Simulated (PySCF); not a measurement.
Problem. What does the GFN2-xTB structure of `CC(C)(C)C(N)=O` (pivalamide) look like in three dimensions?

Solution. 
```xyz
18
C5H11NO angstrom
C     -0.059    0.278    1.504
C     -0.263    0.024    0.007
C     -1.687   -0.479   -0.233
C     -0.037    1.313   -0.791
C      0.715   -1.058   -0.471
N      2.026   -0.755   -0.320
O      0.366   -2.113   -0.951
H      0.921    0.701    1.715
H     -0.811    0.978    1.862
H     -0.160   -0.649    2.063
H     -2.412    0.262    0.093
H     -1.855   -1.403    0.312
H     -1.840   -0.684   -1.290
H      0.945    1.742   -0.600
H     -0.126    1.119   -1.858
H     -0.787    2.051   -0.514
H      2.710   -1.431   -0.616
H      2.344    0.110    0.076
```

Any rigid rotation of these coordinates is as good. Atoms count from 1 in this order. Of the pairs four or more bonds apart, H8···H18 is among the closest relative to their van der Waals radii: 2.25 Å, 94 % of the sum of Bondi's values. N6 (amide nitrogen) is planar (angles 123.0°, 118.7° and 118.3°, sum 360.0°, 0.00 Å off the plane of its three neighbours).

Bonds between heavy atoms (Å): C1–C2 1.533, C2–C3 1.529, C2–C4 1.533, C2–C5 1.535, C5–N6 1.354, C5=O7 1.210.

Structure optimised with GFN2-xTB, isolated species.

Point group: Cs (tolerance 0.08 Å). No frequency check. The numbers are those of one conformer (C2–C5–N6–H 180° and 0°).

The numbers are calculated, not measured.
